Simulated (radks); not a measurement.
Question: The mean radii <r> (bohr) of the occupied orbitals of an atom or ion are listed with their occupations. All-electron calculation, Dirac Kohn-Sham, RPBE, spin-unpolarised, spherical densities, finite nucleus; Fermi nuclear charge, rms radius of each element as measured or else 0.836 A^(1/3) + 0.57 fm. Program: a radial shooting solver on a logarithmic mesh with Libxc functionals.

| orbital | occ. | <r> |
|---|---|---|
| 1s1/2 | 2 | 0.02074 |
| 2s1/2 | 2 | 0.08755 |
| 2p1/2 | 2 | 0.07292 |
| 2p3/2 | 4 | 0.08009 |
| 3s1/2 | 2 | 0.2294 |
| 3p1/2 | 2 | 0.2192 |
| 3p3/2 | 4 | 0.2327 |
| 3d3/2 | 4 | 0.2055 |
| 3d5/2 | 6 | 0.2096 |
| 4s1/2 | 2 | 0.5155 |
| 4p1/2 | 2 | 0.5243 |
| 4p3/2 | 4 | 0.5539 |
| 4d3/2 | 4 | 0.5788 |
| 4d5/2 | 6 | 0.5889 |
| 5s1/2 | 2 | 1.176 |
| 5p1/2 | 2 | 1.273 |
| 5p3/2 | 4 | 1.344 |
| 4f5/2 | 6 | 0.6835 |
| 4f7/2 | 1 | 0.6902 |
| 6p1/2 | 2 | 2.863 |

Name the element and its charge. Open shells, if any, fill j = l - 1/2 first.

Answer: Z = 67, holmium, charge +4: Ho4+ in [Xe] 4f7 6p2. The 1s radius gives Z: for a bare nucleus <r> = (2 gamma + 1)/(2Z) with gamma = sqrt(1 - (Z/c)^2), 0.02048 bohr for Z = 67, and screening makes it slightly larger (0.02074 here). The occupations add up to 63, and the charge is Z minus that.
